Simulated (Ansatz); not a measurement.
Cartesian coordinates in Å:
```
C 0.585 -0.331 -1.424
Ta -0.460 0.672 0.177
N -0.201 -0.418 1.794
O -2.121 0.545 -0.231
F 0.164 2.455 0.267
H 0.444 0.229 -2.356
H 0.197 -1.340 -1.585
H 1.660 -0.401 -1.227
H -0.922 -0.957 2.250
H 0.654 -0.453 2.333
```

The species carries charge 0 and has multiplicity 1. Ta takes the def2 core potential.

Q: List the PBE/def2-TZVPP orbital energies in eV (Ansatz 0.2.0). (Best estimate.)

A: Ansatz gave: Occupied: -659.68, -509.77, -380.76, -268.46, -71.20, -38.76, -38.45, -38.12, -28.38, -21.69, -21.16, -16.77, -12.65, -10.93, -10.59, -10.26, -10.00, -9.81, -9.69, -8.08, -8.05, -7.72, -7.35, -6.91. Lowest empty: -1.95, -1.35, -0.90, -0.32, 0.00, 0.38, 0.70, 1.53.
